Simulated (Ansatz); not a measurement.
Q: Name a neutral molecule of As, B, C, N, Si and H with size of the dipole moment (PBE/def2-TZVPP) between 0.15 and 0.45 D and HOMO energy (PBE0/def2-TZVPP) between -6.50 and -6.20 eV (Ansatz, PBE0-D4/def2-TZVP geometry).

A: `B[As]1C[SiH2]N1` (0.32 D, -6.24 eV). Other molecules can fit too; these were computed, each in one conformer that needn't be the lowest.
